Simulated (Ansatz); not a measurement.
All numbers were calculated with Ansatz.

C₇H₉ClO₂Zr (`C[O][Zr]([OH])([Cl])[c]1ccccc1`) at its PBE0-D4/def2-TZVP geometry, where that method's forces vanish. The species carries charge 0 and has multiplicity 1. Zr takes the def2 core potential.

```csv
atom,x (Å),y (Å),z (Å)
C1,-2.1043,-0.7890,2.9622
O2,-1.8228,-0.0553,1.8139
Zr3,-1.5009,1.0835,0.3324
O4,-1.0232,2.8732,0.8160
Cl5,-3.3169,0.9916,-1.1985
C6,0.2895,0.2250,-0.6463
C7,0.4205,-1.1623,-0.7875
C8,1.4961,-1.7257,-1.4582
C9,2.4742,-0.9066,-2.0040
C10,2.3728,0.4712,-1.8769
C11,1.2927,1.0262,-1.2055
H12,-2.0283,-0.1565,3.8521
H13,-1.3947,-1.6160,3.0615
H14,-3.1166,-1.2012,2.9106
H15,-0.9728,3.6950,1.2964
H16,-0.3305,-1.8272,-0.3668
H17,1.5739,-2.8032,-1.5558
H18,3.3173,-1.3431,-2.5281
H19,3.1374,1.1126,-2.3019
H20,1.2365,2.1078,-1.1156
```

For each bond, give half the difference of the two atoms' forces along it (eV/Å; positive pushes the atoms apart) under PBE-D4, r2SCAN-D4, B3LYP-D4, ωB97M-V in def2-TZVPP. (Estimate.)

The calculation gave: 
```tsv
bond	length (Å)	PBE-D4	r2SCAN-D4	B3LYP-D4	ωB97M-V
C1–H14	1.094	0.09	-0.06	-0.08	-0.13
Zr3–O4	1.915	-0.01	0.09	0.16	0.06
Zr3–Cl5	2.377	-0.01	0.02	0.11	0.07
Zr3–C6	2.214	-0.16	-0.07	-0.04	0.01
C6–C7	1.401	0.12	0.08	0.06	0.02
C6–C11	1.400	0.13	0.08	0.06	0.01
C7–C8	1.387	0.12	0.09	0.09	0.05
C7–H16	1.088	0.01	-0.08	-0.14	-0.06
C8–C9	1.388	0.12	0.09	0.11	0.05
C9–C10	1.387	0.11	0.09	0.11	0.04
C9–H18	1.084	0.00	-0.09	-0.15	-0.09
C10–C11	1.388	0.12	0.08	0.10	0.05
C10–H19	1.085	0.01	-0.09	-0.14	-0.10
C11–H20	1.087	0.01	-0.08	-0.15	-0.07
```

B3LYP here is the variant with VWN-RPA as its local correlation; programs differ in this.
